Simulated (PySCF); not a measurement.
Species: C5H13BO3.
Numbering: `[CH3:1][O:2][B:3]([O:4][CH3:5])[O:6][CH:7]([CH3:8])[CH3:9]` (hydrogens: H10, H11, H12 on C1; H13, H14, H15 on C5; H16 on C7; H17, H18, H19 on C8; H20, H21, H22 on C9)

Geometry (PBE0-D3(BJ)/def2-SVP, Å), atoms numbered from 1 in this order:
```xyz
22
C5H13BO3 angstrom
C      2.0300    2.0747   -1.4801
O      1.8557    1.0818   -0.5049
B      0.6051    0.6753   -0.1462
O      0.4755   -0.2963    0.8036
C      1.6137   -0.8581    1.4025
O     -0.4714    1.2473   -0.7463
C     -1.8325    0.9204   -0.5047
C     -2.1324   -0.5168   -0.8959
C     -2.2371    1.2492    0.9226
H      1.6182    1.7649   -2.4550
H      1.5365    3.0182   -1.1944
H      3.1078    2.2599   -1.5949
H      1.2852   -1.6606    2.0785
H      2.3018   -1.2827    0.6535
H      2.1748   -0.1111    1.9880
H     -2.3953    1.5850   -1.1826
H     -1.8145   -0.7044   -1.9325
H     -3.2125   -0.7159   -0.8278
H     -1.6037   -1.2178   -0.2343
H     -1.6889    0.6168    1.6352
H     -2.0207    2.3040    1.1491
H     -3.3158    1.0828    1.0638
```

Method: TDDFT CAM-B3LYP/def2-SVPD, vertical, gas phase, core orbitals frozen in the response (PySCF).

Ground-to-excited transition dipoles (e·a0, same axes as the geometry; the sign carries no meaning), for the states with f of 0.002 or more among the lowest 10:

| state | E (eV) | μx | μy | μz |
| --- | --- | --- | --- | --- |
| S2 | 7.798 | -0.007 | 0.241 | 0.254 |
| S3 | 8.322 | 0.208 | 0.070 | -0.050 |
| S6 | 8.699 | 0.018 | -0.224 | -0.234 |
| S7 | 8.795 | -0.040 | 0.166 | -0.170 |
| S8 | 8.835 | 0.019 | -0.180 | -0.172 |
| S9 | 8.926 | 0.073 | -0.161 | 0.292 |
| S10 | 8.929 | 0.115 | -0.447 | 0.404 |

(1) Work out the oscillator strengths.

(2) What angle do the transition dipoles of S6 and S9 make?

(3) How is the summed strength of these states shared among x, y and z?

(4) What peak molar absorption coefficient would the strongest computed level give as a lone Gaussian band 0.5 eV wide at half height?

Answers

(1) f = (2/3) ΔE |μ|² with ΔE in hartree (27.2114 eV).

```csv
state,|μ|² (au),|μ| (D),f
S2,0.123,0.89,0.023
S3,0.050,0.57,0.010
S6,0.105,0.82,0.022
S7,0.058,0.61,0.013
S8,0.062,0.63,0.013
S9,0.117,0.87,0.026
S10,0.377,1.56,0.082
```

(2) |cos θ| = |μa·μb| / (|μa| |μb|) = 0.28, so θ ≈ 74° (taken between 0 and 90°, since the signs are arbitrary).

(3) (2/3) Σ ΔE μα² gives 0.013 for x, 0.085 for y and 0.092 for z, 0.190 in all.

(4) ε(max) = 2.175×10⁸ f / FWHM, with the width in cm⁻¹. S10: 2.175×10⁸ × 0.0824 / 4033 ≈ 4400 L mol⁻¹ cm⁻¹.

All these states lie below the vertical ionisation energy of 10.23 eV (ΔSCF).

Time: 21 min wall; peak memory 1.6 GiB. Hardware: an Arm Neoverse N1 with one thread (shared host).

One conformer stands for the species.

Without π bonds the low states may be Rydberg-like; a valence basis with one diffuse set may place them up to an eV too high.
